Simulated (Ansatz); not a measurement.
```yaml
crystal:
  periodic: [false, false, false]
  atoms:
    - {symbol: C, position_ang: [-0.413633, 2.099342, 0.900028]}
    - {symbol: C, position_ang: [-0.694808, 1.124166, 0.293156]}
    - {symbol: C, position_ang: [-1.679798, 0.024217, -0.048283]}
    - {symbol: Si, position_ang: [0.071638, -0.229552, -1.045408]}
    - {symbol: Si, position_ang: [1.667552, -1.817719, -0.328795]}
    - {symbol: H, position_ang: [0.413436, 2.705353, 0.836357]}
    - {symbol: H, position_ang: [-1.214559, 2.318401, 1.579933]}
    - {symbol: H, position_ang: [-2.539878, 0.113349, -0.400383]}
    - {symbol: H, position_ang: [-1.760692, -0.720314, 0.919614]}
    - {symbol: H, position_ang: [-0.206987, 0.243308, -2.475649]}
    - {symbol: H, position_ang: [1.587069, -3.017408, -0.982705]}
    - {symbol: H, position_ang: [3.081795, -1.104853, -0.555814]}
    - {symbol: H, position_ang: [1.510542, -1.876829, 1.001155]}
basis:
  gaussian: {orbitals: 6-31G}
hamiltonian: {xc: {name: r2SCAN50}, pseudopotentials: {relativity: none}}
accuracy: high
charge: 1
output: {forces: true}
```

```sh
$ ansatz run in.yaml --threads 4 --pin off --events-out ev --progress --plain --max-ram 10444MiB
```

It prints (some lines left out):

```
Error: YAML parse error: error: line 21 column 1: unknown field `charge`, expected one of crystal, accuracy, basis, kpoints, hamiltonian, magnetization, projection, total_charge, correlation, batch, efield, external_charges, scf, relax, neb, saddle, md, ramp, phonons, dielectric, real_time, elastic, magnetic_configurations, gw, evaluate, workflow, output, checkpoint, execution
19 | hamiltonian: {xc: {name: r2SCAN50}, pseudopotentials: {relativity…
20 | accuracy: high
21 | charge: 1
22 | output: {forces: true}
```

Q: What is wrong with this run?

A: The input holds a key that doesn't belong there. The input was rejected before any iteration.
